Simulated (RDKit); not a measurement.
Input file for RDKit: MMFF94 on H2O (SMILES O).

```python
from rdkit import Chem
from rdkit.Chem import AllChem, rdDetermineBonds

blocks = [
'''3

O     0.00000000   -0.00000000    0.40073248
H    -0.00000000    0.75701187   -0.20041624
H    -0.00000000   -0.75701187   -0.20041624
''',
]
mol = None
for b in blocks:
    f = Chem.MolFromXYZBlock(b)
    rdDetermineBonds.DetermineBonds(f, charge=0)
    mol = f if mol is None else Chem.CombineMols(mol, f)
Chem.SanitizeMol(mol)
print(Chem.MolToSmiles(Chem.RemoveHs(mol)))
ff = AllChem.MMFFGetMoleculeForceField(mol, AllChem.MMFFGetMoleculeProperties(mol), nonBondedThresh=100.0, ignoreInterfragInteractions=False)
e = ff.CalcEnergy()
print(f'MMFF94 energy {e:.6f} kcal/mol')
```

Program output:

```
O
MMFF94 energy 0.019734 kcal/mol
```

The run finished.

Cost: around 0.020 core-seconds (rough).
